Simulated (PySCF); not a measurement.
A side-by-side comparison of computed properties.

First species: salicylaldehyde, C₇H₆O₂.
InChI=1S/C7H6O2/c8-5-6-3-1-2-4-7(6)9/h1-5,9H

Second species: Phenyl formate, C7H6O2.
SMILES with atom numbers: `[O:1]=[CH:2][O:3][c:4]1[cH:5][cH:6][cH:7][cH:8][cH:9]1` (hydrogens: H10 on C2; H11 on C5; H12 on C6; H13 on C7; H14 on C8; H15 on C9)

Levels: wB97X-D/def2-SVPD for dipole moment, HOMO energy, LUMO energy, HOMO–LUMO gap, static isotropic polarisability and electronic spatial extent ⟨r²⟩ about the centre of nuclear charge; TDDFT wB97X-D/def2-SVPD for lowest singlet excitation; TDA wB97X-D/def2-SVPD for lowest triplet excitation (Tamm–Dancoff); GFN2-xTB for rotational constant A and rotational constant C. Geometries: GFN2-xTB. Each species is one conformer at its optimised geometry, gas phase, non-relativistic unless stated. Electronic properties by PySCF.

The conformers computed, where there is a choice (atom-mapped SMILES and torsion angles):
- `[O:1]=[CH:2][c:3]1[cH:4][cH:5][cH:6][cH:7][c:8]1[OH:9]`: O1–C2–C3–C4 180°, H–O9–C8–C7 180°
- `[O:1]=[CH:2][O:3][c:4]1[cH:5][cH:6][cH:7][cH:8][cH:9]1`: O1–C2–O3–C4 0°, C2–O3–C4–C5 -89°

```json
{"property": "dipole moment", "column X": "3.19 D", "column Y": "1.90 D"}
{"property": "HOMO energy", "column X": "-8.73 eV", "column Y": "-9.32 eV"}
{"property": "LUMO energy", "column X": "-0.40 eV", "column Y": "1.17 eV"}
{"property": "HOMO–LUMO gap", "column X": "8.33 eV", "column Y": "10.49 eV"}
{"property": "lowest singlet excitation", "column X": "4.18 eV", "column Y": "5.57 eV"}
{"property": "lowest triplet excitation (Tamm–Dancoff)", "column X": "3.29 eV", "column Y": "4.29 eV"}
{"property": "static isotropic polarisability", "column X": "89.1 au", "column Y": "83.9 au"}
{"property": "electronic spatial extent ⟨r²⟩ about the centre of nuclear charge", "column X": "1081 bohr²", "column Y": "1133 bohr²"}
{"property": "rotational constant A", "column X": "3.260 GHz", "column Y": "3.856 GHz"}
{"property": "rotational constant C", "column X": "1.029 GHz", "column Y": "1.064 GHz"}
```

Problem. Which column belongs to which species?

Solution. Column X is the first species and column Y the second. The first has 15 atoms and 64 electrons, the second 15 and 64.

Problem. How does each property change from the first species to the second?

Solution. dipole moment -1.29 D; HOMO energy -0.59 eV; LUMO energy +1.57 eV; HOMO–LUMO gap +2.16 eV; lowest singlet excitation +1.39 eV; lowest triplet excitation (Tamm–Dancoff) +1.00 eV; static isotropic polarisability -5.2 au; electronic spatial extent ⟨r²⟩ about the centre of nuclear charge +52 bohr²; rotational constant A +0.596 GHz; rotational constant C +0.035 GHz.

On the first: S1 lies 4.15 eV below the HOMO–LUMO gap; its leading configuration is HOMO−2→LUMO, weight 0.91.

On the second: The principal polarisabilities are 60.8, 85.6 and 105.4 au; their mean is the isotropic value. No computed singlet falls in the visible range (750 to 380 nm, 1.65 to 3.26 eV); S1 lies 2.31 eV above its blue end. GFN2-xTB frequencies show an imaginary mode (45i cm⁻¹), so this geometry is no minimum at that level.
